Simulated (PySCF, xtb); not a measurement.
BeO, SMILES [Be]=[O].

Harmonic wavenumbers (cm⁻¹) from GFN2-xTB run with xtb at its own minimum, in rising order: 1599.

What does B3LYP-D3(BJ)/def2-TZVPD (PySCF) give at its own minimum? (The exact figures need the calculation; the answer reports its results.)

1536. Paired by order, the mean absolute difference is 63 cm⁻¹ and the zero-point energies are 2.3 and 2.2 kcal/mol.
